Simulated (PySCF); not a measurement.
Estimate the missing entries of this data sheet.

C7H4BrFO.
SMILES: `c1c(ccc(c1)C(=O)F)Br`

Conformer (atom-mapped SMILES and torsion angles): `[O:1]=[C:2]([F:3])[c:4]1[cH:5][cH:6][c:7]([Br:8])[cH:9][cH:10]1`: O1–C2–C4–C5 -1°.

```csv
property,level,value
"rotational constants A, B, C",PBE0-D3(BJ)/def2-SVP,?
dipole moment,PBE0/def2-SVPD,2.55 D
HOMO energy,PBE0/def2-SVPD,?
LUMO energy,PBE0/def2-SVPD,?
lowest singlet excitation,TDDFT PBE0/def2-SVPD,"4.91 eV (252 nm, f = 0.394 summed over 2 states within 0.01 eV)"
static isotropic polarisability,PBE0/def2-SVPD,?
electronic spatial extent ⟨r²⟩ about the centre of nuclear charge,PBE0/def2-SVPD,2766 bohr²
```

The electronic properties come from PySCF, for the isolated species, density fitting. Geometry: PBE0-D3(BJ)/def2-SVP, one conformer, isolated molecule. Relativistic effects, spin–orbit coupling among them, are left out although an element past zinc is present.

**Question.** Give the LUMO energy.

**Answer.** -2.29 eV.

**Question.** Give the HOMO energy.

**Answer.** -7.76 eV.

**Question.** What are the rotational constants A, B, C?

**Answer.** 3.834, 0.364, 0.333 GHz.

**Question.** The static isotropic polarisability?

**Answer.** 109.0 au.

The rotational constants make it an asymmetric top with κ = (2B − A − C)/(A − C) = -0.98, nearer the prolate limit (−1). In wavenumbers S1 is 39600 cm⁻¹ (1 eV = 8065.54 cm⁻¹). The polarisability is 16.15 Å³ as a volume (1 au = 0.148185 Å³), or 1.11 au for each of the 98 electrons. In atomic units the dipole is 1.00 e·bohr (1 au = 2.5417 D).
